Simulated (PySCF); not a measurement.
Input of a response calculation (the driver script's job line, then coordinates in Å):

```
{"job": {"kind": "uv", "xc": "PBE0", "basis": "def2-SVPD", "nstates": 6, "ntriplets": 2}, "charge": 0, "multiplicity": 1}
C      0.499952     2.018013     0.898350
C      0.143080     0.970221     0.430930
C     -0.136435    -0.310921    -0.139854
C     -1.534188    -0.680488    -0.335048
C     -2.557941     0.100315    -0.013157
N      0.764947    -1.142284    -0.487716
C      2.153012    -0.835395    -0.322357
H      0.762716     2.947143     1.311861
H     -1.677326    -1.658506    -0.771280
H     -3.577287    -0.206705    -0.173428
H     -2.409126     1.075803     0.422104
H      2.436154     0.060005    -0.884568
H      2.402077    -0.652398     0.727672
H      2.729686    -1.685276    -0.685677
```

Output (SCF cycles cut):

```
converged SCF energy = -286.9390203858

Static polarisability (au): isotropic 81.774, principal 50.247 87.458 107.617

Singlet excitations
state   eV       nm        f      main configurations
  1   4.0224    308.2   0.00026   H-1->L 0.99
  2   5.3007    233.9   0.00187   H-3->L 0.95
  3   5.3098    233.5   0.33782   H->L 0.90
  4   5.6518    219.4   0.05275   H-2->L 0.90
  5   6.4902    191.0   0.00033   H-1->L+1 0.99
  6   6.5589    189.0   0.00189   H->L+2 0.75, H-2->L+2 0.21

Triplet excitations (Tamm-Dancoff, eV): 3.0959 3.2744
```

Level of theory: TDDFT PBE0/def2-SVPD, vertical, gas phase, core orbitals frozen in the response (PySCF 2.14.0, density-fitted response routines). Isolated species at its GFN2-xTB geometry (one conformer only).

(1) What is the polarisability anisotropy, √(½[(α1 − α2)² + (α2 − α3)² + (α3 − α1)²])?

(2) Which orbital energies lie behind H and L?

(3) Give the mean polarisability in Å³.

(4) What share of the summed oscillator strength falls to the strongest level in this window?

(5) How many basis functions and electrons does this run hold?

(6) Which species is it?

Answers

(1) 50.41 au.

(2) HOMO -7.39 eV and LUMO -1.70 eV, a gap of 5.69 eV; state 1 differs from that by -1.67 eV.

(3) 81.77 au × 0.148185 = 12.12 Å³.

(4) State 3 at 234 nm: 0.3378 of 0.3949, or 86%.

(5) 196 basis functions for 50 electrons in 25 doubly occupied orbitals.

(6) `C#C/C(C=C)=N\C` (C6H7N), point group Cs.

H and L stand for HOMO and LUMO.

Conformer computed: `[CH:1]#[C:2]/[C:3]([CH:4]=[CH2:5])=[N:6]\[CH3:7]`: C2–C3–C4–C5 0°.
